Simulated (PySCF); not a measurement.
An unknown shows these calculated signals:

¹H NMR (600 MHz, computed): δ 6.21 (m, 1H), 6.19 (m, 1H), 5.63 (m, 1H), 5.59 (m, 1H), 4.84 (d, 2H), 4.47 (s, 3H).

¹³C{¹H} NMR (computed): δ 173.1 (C), 143.7 (CH), 135.9 (C), 126.3 (CH2), 108.1 (CH), 59.9 (CH2).

PySCF 2.14 calculation with coordinates at the GFN2-xTB level and shieldings: GIAO PBE0/pcSseg-1; one computed conformer, rapidly exchanging positions averaged, isolated molecule, non-relativistic.

Shifts are taken against calculated references (same method and geometry level): ¹H (σref 31.72), ¹³C (σref 186.93) vs TMS.

Which of these does the molecule contain: a (CH3)2CH unit, a C≡C triple bond, a heteroaromatic ring, a Si–H bond, an aldehyde, a non-aromatic C=C double bond?

## Answers


- A (CH3)2CH unit: no.
- A C≡C triple bond: no.
- A heteroaromatic ring: yes.
- A Si–H bond: yes (δH 4.47 (s)).
- An aldehyde: no.
- A non-aromatic C=C double bond: yes.

The data belong to `C=CCn1nc(F)cc1[SiH3]`, C6H9FN2Si; they needn't prove each group on their own.

Carbon signals by region: 1 in the far downfield region (above 160 ppm), 4 in the sp2 and nitrile region (100–160 ppm), 1 at 50–100 ppm. Above 160 ppm: 173.1, aromatic carbon bearing fluorine.

Splittings by ¹⁹F in the carbon and heteronuclear signals aren't shown, as no couplings were computed. Shifts are as computed. Against solution values, carbons near 30 ppm lie about +3 ppm off and those near 130 ppm about +5 ppm. Of 1211 compounds with measured shifts, 218 miss one by over three times the rms of a fit or turn the order of signals round; such compounds aren't used in these exercises. No couplings were computed; multiplicities are counted from neighbouring protons, with m where these are inequivalent, close in shift, in a saturated or five-membered ring or joined by F or P, and br s for small geminal =CH2 splittings.
